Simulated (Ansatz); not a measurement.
`[CH3][Al]([F])[CH2][SiH3]` and `[CH3][Al]([F])[CH2]F` differ in one atom or group.

Ansatz, PBE0-D4/def2-TZVP geometries, multiplicity 1. Each molecule was computed in one conformer, which needn't be the lowest.

```csv
property,`[CH3][Al]([F])[CH2][SiH3]`
size of the dipole moment (ωB97M-V/def2-TZVPP) / D,1.86
HOMO–LUMO gap (ωB97M-V/def2-TZVPP) / eV,11.17
HOMO energy (B3LYP/def2-TZVPP) / eV,-7.76
HOMO–LUMO gap (B3LYP/def2-TZVPP) / eV,6.97
HOMO–LUMO gap (PBE/def2-TZVPP) / eV,5.38
LUMO energy (PBE0/def2-TZVPP) / eV,-0.55
```

(1) Give the same properties after the change, and the shifts. (Estimate.)

Answers

(1) Ansatz gave: 
```csv
property,`[CH3][Al]([F])[CH2]F`,shift
size of the dipole moment (ωB97M-V/def2-TZVPP) / D,0.37,-1.49
HOMO–LUMO gap (ωB97M-V/def2-TZVPP) / eV,11.07,-0.10
HOMO energy (B3LYP/def2-TZVPP) / eV,-7.64,0.12
HOMO–LUMO gap (B3LYP/def2-TZVPP) / eV,6.80,-0.17
HOMO–LUMO gap (PBE/def2-TZVPP) / eV,5.06,-0.32
LUMO energy (PBE0/def2-TZVPP) / eV,-0.58,-0.03
```

Dipoles are sizes alone; their direction can turn.

B3LYP here is the variant with VWN-RPA as its local correlation; programs differ in this.
